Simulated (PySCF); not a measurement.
## NMR parameters from quadrupole coupling constants

Si(NCS)H3, CH3NSSi.
Geometry (PBE0-D3(BJ)/def2-SVP, Å), atoms numbered from 1 in this order:
```xyz
7
CH3NSSi angstrom
Si    -0.0030   -0.0007   -1.1020
N     -0.0105    0.0272    0.6253
C      0.0015    0.0087    1.8194
S      0.0150   -0.0111    3.3935
H      1.4097   -0.0063   -1.5732
H     -0.7075    1.2127   -1.6004
H     -0.7052   -1.2306   -1.5627
```

Computed at PBE0/pcSseg-1 (PySCF, non-relativistic):

| atom | environment | nucleus | spin I | Q (b) | CQ = χzz (MHz) | η |
| --- | --- | --- | --- | --- | --- | --- |
| N2 | nitrogen bonded to C and Si | 14N | 1 | 0.02044 | 1.303 | 0.003 |
| S4 | sulfur bonded to C | 33S | 3/2 | -0.0678 | -30.238 | 0.001 |

**Question.** Give the quadrupolar product PQ = |CQ|√(1 + η²/3), the quadrupolar frequency νQ = 3|CQ|/[2I(2I − 1)] and the Larmor frequency ν0 = |g| × 7.62259 MHz/T × B at 18.8 T, with g(14N) = 0.40376, g(33S) = 0.42921.

**Answer.** 
```csv
atom,PQ (MHz),νQ (MHz),ν0 (MHz),νQ/ν0
N2,1.303,1.954,57.86,0.034
S4,30.24,15.12,61.51,0.246
```

For N2: PQ = 1.303 × 1.0000, νQ = 1.303 × 1.5000, ν0 = 3.0777 MHz/T × 18.8 T.

**Question.** First-order 14N doublet splittings with the field along y and x of the gradient, (3/4)|CQ|(1 ± η)?

**Answer.** N2: 0.980 and 0.974 MHz.

The couplings are those of the rigid, isolated species; surroundings and motion change them. A larger basis could move these couplings by a tenth or more.

The run behind these numbers computed NMR shieldings as well. On one thread of an Arm Neoverse V1, on a shared host, this took 5.4 s wall.
